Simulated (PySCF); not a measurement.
CH₆GaNO₂, SMILES C[O][Ga]([NH2])[OH]. Atoms are numbered in the order given.

```xyz
11

Ga     0.1392     0.0896     0.3301
O      1.3784    -0.3292     1.5311
H      1.3971     0.2572     2.2929
O      0.1108    -0.9557    -1.1075
C     -0.7818    -0.7755    -2.1627
H     -0.6982     0.2213    -2.6402
H     -0.5727    -1.5254    -2.9447
H     -1.8411    -0.9081    -1.8639
N     -0.9957     1.4886     0.4802
H     -1.0968     2.0481     1.3166
H     -1.7564     1.6409    -0.1693
```

Geometry optimised at PBE0-D3(BJ)/def2-SVP. The structure was generated by enumeration; whether it is a known compound was not checked. The values are those of a single conformer.

These are PBE/def2-TZVP in PySCF values and carry that method's errors.

ESP charges are fitted to the potential on shells at 1.4 to 2.0 van der Waals radii. Atomic charges (e):

```json
[
 {"atom": "Ga1", "Löwdin": "0.04", "ESP fit": "0.98", "Mulliken": "0.51"},
 {"atom": "O2", "Löwdin": "-0.17", "ESP fit": "(withheld)", "Mulliken": "-0.49"},
 {"atom": "H3", "Löwdin": "0.17", "ESP fit": "(withheld)", "Mulliken": "0.30"},
 {"atom": "O4", "Löwdin": "0.04", "ESP fit": "-0.36", "Mulliken": "-0.31"},
 {"atom": "C5", "Löwdin": "-0.41", "ESP fit": "-0.21", "Mulliken": "-0.23"},
 {"atom": "H6", "Löwdin": "0.10", "ESP fit": "0.10", "Mulliken": "0.10"},
 {"atom": "H7", "Löwdin": "0.11", "ESP fit": "0.11", "Mulliken": "0.12"},
 {"atom": "H8", "Löwdin": "0.10", "ESP fit": "0.07", "Mulliken": "0.10"},
 {"atom": "N9", "Löwdin": "-0.29", "ESP fit": "(withheld)", "Mulliken": "-0.57"},
 {"atom": "H10", "Löwdin": "0.16", "ESP fit": "(withheld)", "Mulliken": "0.23"},
 {"atom": "H11", "Löwdin": "0.16", "ESP fit": "(withheld)", "Mulliken": "0.24"}
]
```

Task: What belongs in the gaps? (Estimate from the structure and the level; the computed values follow.)

Result: 
- O2, ESP fit: -0.74
- H3, ESP fit: 0.41
- N9, ESP fit: -1.15
- H10, ESP fit: 0.40
- H11, ESP fit: 0.41
